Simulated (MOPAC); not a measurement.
MOPAC input (PM3):

```
PM3 PRECISE GNORM=0.05 LET XYZ UHF MS=0.5 GEO-OK AUX(PRECISION=9) THREADS=1
H4PSi

Si   -1.11042000 1   -0.08949500 1    0.26156600 1
P     1.07640000 1    0.11080300 1   -0.26180800 1
H    -1.90868900 1    0.17960300 1   -0.96650200 1
H    -1.44256800 1    0.94929500 1    1.27566200 1
H     1.17425800 1   -1.10142400 1   -0.99033400 1
H     1.57687800 1   -0.43659000 1    0.94637300 1
```

From the output:

```
                                                       MOPAC v23.2.5 Linux

          FINAL HEAT OF FORMATION =         28.40754 KCAL/MOL =     118.85717 KJ/MOL

          COSMO AREA              =        101.43 SQUARE ANGSTROMS
          COSMO VOLUME            =         88.97 CUBIC ANGSTROMS

          GRADIENT NORM           =          0.02467          =       0.01007 PER ATOM
          IONIZATION POTENTIAL    =          7.465844 EV
          ALPHA SOMO LUMO (EV)    =         -7.466 -1.083
          BETA  SOMO LUMO (EV)    =         -8.771 -1.745
          NO. OF ALPHA ELECTRONS  =          7
          NO. OF BETA  ELECTRONS  =          6
          MOLECULAR WEIGHT        =         63.0909         POINT GROUP:  Cs

          MOLECULAR DIMENSIONS (Angstroms)

            Atom       Atom       Distance
            H     5    H     4     4.02990
            H     6    H     3     3.71928
            P     2   Si     1     0.89897

          SCF CALCULATIONS        =         14

   ATOM   CHEMICAL          X               Y               Z
  NUMBER   SYMBOL      (ANGSTROMS)     (ANGSTROMS)     (ANGSTROMS)

     1      Si         -1.06330896  *  -0.06151921  *   0.24216723  *
     2       P          0.99772383  *   0.04367161  *  -0.22240702  *
     3       H         -1.89816329  *   0.16744043  *  -0.96653160  *
     4       H         -1.43132026  *   0.93832898  *   1.27911068  *
     5       H          1.26068507  *  -0.97170517  *  -1.03280701  *
     6       H          1.65613496  *  -0.31871140  *   0.86940703  *

                             CARTESIAN COORDINATES

   1   Si       -1.063308964    -0.061519215     0.242167233
   2    P        0.997723826     0.043671611    -0.222407020
   3    H       -1.898163293     0.167440427    -0.966531605
   4    H       -1.431320258     0.938328977     1.279110681
   5    H        1.260685066    -0.971705169    -1.032807006
   6    H        1.656134958    -0.318711396     0.869407025

           Empirical Formula: H4 Si P  =     6 atoms

      MOLECULAR POINT GROUP   :   Cs

          ALPHA EIGENVALUES
 -26.70354 -15.37018 -13.84735 -11.43144 -11.39383  -9.80594  -7.46584  -1.08274
   1.24462   1.26494   1.36598   2.03643

           BETA EIGENVALUES
 -26.50933 -15.27318 -13.75075 -11.33806 -11.28333  -8.77122  -1.74475  -0.59259
   1.38989   1.40602   1.62895   2.33384

              NET ATOMIC CHARGES AND DIPOLE CONTRIBUTIONS

  ATOM NO.   TYPE          CHARGE      No. of ELECS.   s-Pop       p-Pop
    1         Si           0.239970        3.7600     1.22347     2.53657
    2          P           0.199340        4.8007     1.61582     3.18484
    3          H          -0.135051        1.1351     1.13505
    4          H          -0.135049        1.1350     1.13505
    5          H          -0.084605        1.0846     1.08460
    6          H          -0.084605        1.0846     1.08460
 DIPOLE           X         Y         Z       TOTAL
 POINT-CHG.     0.704    -0.222    -0.070     0.742
 HYBRID        -0.227    -0.362     0.171     0.460
 SUM            0.477    -0.584     0.101     0.761

          ATOMIC ORBITAL ELECTRON POPULATIONS

     Atom    s        px        py        pz
    1 Si   1.22347   0.79162   0.89424   0.85071
    2  P   1.61582   1.02079   1.24352   0.92053
    3  H   1.13505
    4  H   1.13505
    5  H   1.08460
    6  H   1.08460

                    (SZ)    =    0.500000
                    (S**2)  =    0.764023

          ATOMIC ORBITAL SPIN POPULATIONS

    Atom   Total    s     px     py     pz
         Atomic
    1 Si  0.8745  0.175  0.068  0.500  0.132
    2  P  0.1723  0.005  0.079  0.065  0.024
    3  H -0.0363 -0.036
    4  H -0.0363 -0.036
    5  H  0.0128  0.013
    6  H  0.0128  0.013

 **********************
 *                    *
 * JOB ENDED NORMALLY *
 *                    *
 **********************

 == MOPAC DONE ==
```

The geometry given is a B3LYP-D3(BJ)/def2-TZVP minimum.
